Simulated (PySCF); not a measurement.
# C4H8FO2Si: g tensor and hyperfine couplings

Compound: C4H8FO2Si (doublet state).
Geometry (GFN2-xTB, Å), atoms numbered from 1 in this order:
```xyz
16
C4H8FO2Si angstrom
C     -1.5971    2.4204   -0.3615
O     -0.7696    1.7732    0.4627
Si    -0.0635    0.3185    0.4909
F      0.4048    0.2364    2.0279
C      1.4510    0.1653   -0.6121
C      2.7018    0.0859   -0.1779
O     -1.2200   -0.7731    0.2009
C     -1.1736   -2.1755    0.2003
H     -2.1940    1.8683   -1.0613
H     -1.7931    3.4458   -0.1169
H      1.2850    0.1633   -1.6843
H      3.5427    0.0158   -0.8503
H      2.9322    0.0886    0.8743
H     -0.4378   -2.5386   -0.5199
H     -2.1646   -2.5355   -0.0758
H     -0.9119   -2.5497    1.1914
```

The hyperfine couplings belong to this conformer and change with its torsions.

Identity: `[CH2]O[Si@](F)(C=C)OC` [radical].

Computed, not measured: UKS B3LYP, pcH-1 on C F H O Si, non-relativistic, mean-field spin-orbit, GIAO in PySCF 2.14.0. One conformer (not necessarily the lowest) at the GFN2-xTB geometry, without solvent, vibrations or thermal averaging. A GFN2-xTB geometry isn't a minimum of the functional, and hyperfine couplings can be far from their values at a DFT geometry. Stability of the SCF solution: not tested.

| Item | Value |
| --- | --- |
| g1, g2, g3 | 2.00214, 2.00336, 2.00402 |
| g_iso | 2.00317 |
| Form of g | rhombic: the two nearest values differ by 35 % of g3 − g1 |
| ⟨S²⟩ | 0.7534 (exact 0.7500) |
| α and β electrons | 36, 35 |
| Total energy | -697.12135 Eh |

Hyperfine couplings atom by atom, in MHz; T1 to T3 are the principal values of the dipolar part:

| atom | isotope | a_iso | of which spin–orbit | T1 | T2 | T3 | Mulliken spin population |
| --- | --- | --- | --- | --- | --- | --- | --- |
| C1 | 13C | 99.8 | -0.1 | -81.2 | -78.9 | 160.1 | 0.98 |
| O2 | 17O | -11.7 | 0.0 | -54.3 | 26.6 | 27.7 | 0.09 |
| Si3 | 29Si | 3.1 | 0.0 | -3.2 | 1.0 | 2.2 | 0.01 |
| F4 | 19F | 6.3 | 0.0 | -4.2 | -2.8 | 7.0 | 0.00 |
| C5 | 13C | 2.0 | 0.0 | -0.9 | -0.2 | 1.1 | 0.00 |
| C6 | 13C | 0.5 | 0.0 | -0.7 | -0.2 | 0.9 | 0.01 |
| O7 | 17O | -1.5 | 0.0 | -0.5 | 0.0 | 0.5 | 0.00 |
| C8 | 13C | 0.0 | 0.0 | -0.2 | -0.2 | 0.4 | 0.00 |
| H9 | 1H | -58.7 | 0.0 | -38.1 | -0.3 | 38.4 | -0.04 |
| H10 | 1H | -61.7 | 0.0 | -38.0 | -0.4 | 38.4 | -0.05 |
| H11 | 1H | 0.4 | 0.0 | -1.5 | -1.2 | 2.7 | 0.00 |
| H12 | 1H | 0.2 | 0.0 | -0.6 | -0.5 | 1.1 | 0.00 |
| H13 | 1H | 0.0 | 0.0 | -0.7 | -0.4 | 1.1 | 0.00 |
| H14 | 1H | 0.1 | 0.0 | -0.6 | -0.6 | 1.2 | 0.00 |
| H15 | 1H | 0.0 | 0.0 | -0.6 | -0.6 | 1.2 | 0.00 |
| H16 | 1H | 0.0 | 0.0 | -0.6 | -0.6 | 1.2 | 0.00 |

The largest Mulliken spin populations are on C1 (+0.98) and O2 (+0.09). No atom but C1 exceeds +0.15. The angles at C1 add up to 358.4°, so it is nearly planar; its axial dipolar tensor and the negative couplings of its protons fit spin in a p orbital normal to that plane.

Axes: g3 points within 14° of the C1–H10 bond.

Under fast tumbling the dipolar parts average out, and these isotropic splittings remain: 1 × 1H (H10, I = 1/2, 2 lines) with 2.20 mT, 1 × 1H (H9, I = 1/2, 2 lines) with 2.09 mT and 1 × 19F (F4, I = 1/2, 2 lines) with 0.22 mT.

H9 and H10 aren't averaged: C1 is flat or nearly so (angle sum 358°), and its turn about the short C1–O2 bond (1.34 Å) is taken as slow.

The 17O coupling of O2 (-11.7 MHz) shows only in satellite lines or after enrichment, since that isotope makes up about 0.038 % of natural oxygen.

The 13C coupling of C1 (99.8 MHz) shows only in satellite lines or after enrichment, since that isotope makes up about 1.07 % of natural carbon.

The spin density at the nucleus, in bohr⁻³, is negative for H10 (-0.0138), H9 (-0.0131) and Si3 (-0.0034), for instance. A restricted open-shell determinant has no negative spin density anywhere; here it arises because α and β orbitals differ (spin polarisation).

The run took 75 s (grids of density and orbitals included) on Arm Neoverse V2, one thread, shared host with 32 logical CPUs at a one-minute load of 18, and the process peaked at 0.97 GiB of memory.
